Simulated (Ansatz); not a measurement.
Gas-phase electronic energies from Ansatz, PBE0-D4/def2-TZVP geometries. CCSD(T)/CBS is the MP2 limit (def2-TZVPP, def2-QZVPP) plus CCSD(T) − MP2 in def2-TZVPP, frozen cores. This one scheme is used for every species. Functionals use def2-TZVPP. def2 core potentials past Kr. For Te outer-core shells are correlated without core-valence functions, which leaves a few kJ/mol of doubt a bond.

Reaction (ligand exchange at a Te–Si bond): `Cl[Si](Cl)(Cl)[TeH]` + PH₃ → `P[TeH]` + `Cl[SiH](Cl)Cl`

Q: Is it downhill or uphill in electronic energy at CCSD(T)/CBS, and by how much? (An estimate is asked.)

A: Computed: Uphill: ΔE = +23.8 kJ/mol.

Q: What do these levels give: LDA (SPW92), PBE-D4, revPBE-D4, r2SCANh-D4, r2SCAN0-D4, revPBE, BLYP, BHLYP, LC-ωPBE, CCSD(T)/def2-SVP, MP2/def2-TZVPP, CCSD/def2-TZVPP? (An estimate is asked.)

A: The calculation gave: LDA (SPW92) 25.8, PBE-D4 24.7, revPBE-D4 25.5, r2SCANh-D4 22.4, r2SCAN0-D4 22.3, revPBE 15.7, BLYP 11.1, BHLYP 12.7, LC-ωPBE 21.5, CCSD(T)/def2-SVP 25.4, MP2/def2-TZVPP 27.7, CCSD/def2-TZVPP 20.6 kJ/mol.

Largest T1 diagnostic among the species: 0.013.

Leaving LDA and LC-ωPBE aside and taking each functional with its dispersion term where it has one, the values, not all of them listed here, spread over 7.5 kJ/mol, from B2PLYP to revPBE-D4. LDA lies +7.3 kJ/mol from PBE without D4. In def2-TZVPP, CCSD(T) changes the Hartree–Fock value by +13.6 kJ/mol (the triples alone add +1.8 kJ/mol) and MP2 by +18.9 kJ/mol.
